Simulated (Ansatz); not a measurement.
Abridged output of a molecular run in Ansatz:

```
Functional definition: HF
1968 factors; integrals over basis functions are off by at most 8.8e-4 eV
mean field evaluation 1: about -75291.4462 eV, gradient 3.8e1 eV
mean field evaluation 2: about -75291.7414 eV, gradient 3.8e1 eV
mean field evaluation 4: about -75295.7785 eV, gradient 5.2e0 eV
mean field evaluation 8: about -75295.8637 eV, gradient 3.2e-1 eV
mean field -75295.86407409 eV, -2767.0719673532 hartree, gradient 2.4e-6 eV, S^2 0.000000; 0 other end points of the search recorded, 0 dependent functions left out
14 core orbitals not correlated: weight in the atoms' cores, before any rotation towards them, 1.000 or more for the frozen orbitals, at most 0.000 for the correlated occupied ones
reference -75295.86407409 eV, -2767.0719673532 hartree; 23, 23 occupied and 292, 292 virtual orbitals, 1968 factors
second order -30.87533660 eV of doubles, -0.00000000 eV of singles
cycle   1  -31.33931284 eV  change   -4.6e-1 eV  update   1.1e-1
cycle   2  -32.06725647 eV  change   -7.3e-1 eV  update   2.9e-2
cycle   3  -32.17925519 eV  change   -1.1e-1 eV  update   1.2e-2
cycle   4  -32.17218049 eV  change    7.1e-3 eV  update   2.6e-3
cycle   5  -32.17320306 eV  change   -1.0e-3 eV  update   1.0e-3
cycle   6  -32.17350772 eV  change   -3.0e-4 eV  update   2.5e-4
cycle   7  -32.17340056 eV  change    1.1e-4 eV  update   9.4e-5
cycle   8  -32.17340266 eV  change   -2.1e-6 eV  update   3.3e-5
perturbative correction -1.31692293 eV, -0.0483960250 hartree
Total energy: -75329.35439969 eV, -2768.3027141182 hartree
```

Its atoms:

Cartesian coordinates in Å:
```
Br -0.051 0.153 -3.021
C -0.426 -0.048 -1.120
C -0.156 1.212 -0.321
C -0.146 0.702 1.126
C 0.242 -0.796 1.044
C 0.438 -1.097 -0.448
H -1.481 -0.322 -1.079
H -0.890 1.997 -0.504
H 0.826 1.603 -0.601
H 0.547 1.275 1.744
H -1.134 0.813 1.576
H 1.143 -1.022 1.616
H -0.556 -1.417 1.457
H 0.167 -2.115 -0.729
H 1.478 -0.938 -0.742
```

**Question.** Which basis set was used?
A. def2-QZVPP
B. def2-SVPD
C. def2-TZVPP
D. def2-SVP

**Answer.** C. It gives 329 functions.

**Question.** Write the keys of the input that set method, charge and spin (a neutral closed shell needs none for the last two).

**Answer.** 
```yaml
correlation: {method: ccsd_t}
```
